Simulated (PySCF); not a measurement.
Working with the constants of BiO⁻

UHF-CCSD(T) constants of BiO⁻, ³Σ⁻ (triplet), unpaired electrons π ↑↑ (basis Bi aug-cc-pVDZ-PP with ECP60, O aug-cc-pVDZ; scalar-relativistic core potentials; PySCF 2.14; masses 208.9804 and 15.9949 u):

```
ωe              : 625.8 cm⁻¹
ωexe            : 2.86 cm⁻¹
Be              : 0.27659 cm⁻¹
αe              : 0.00169 cm⁻¹
D (centrifugal) : 2.16e-07 cm⁻¹
```

(1) Give the vibrational terms G(v) and spacings up to v = 6.

Correlated steps freeze 5 core orbitals. These are scalar-relativistic numbers at best; spin–orbit coupling would shift them, the dissociation energy most. The state was picked by a PBE0 search and need not be the measured ground state.

## Answers

(1) G(v) = ωe(v+½) − ωexe(v+½)².

```tsv
v	G(v) (cm⁻¹)	G(v) − G(v−1)	Bv (cm⁻¹)
0	312		0.2757
1	932	620	0.2741
2	1547	614	0.2724
3	2155	609	0.2707
4	2758	603	0.2690
5	3355	597	0.2673
6	3947	591	0.2656
```
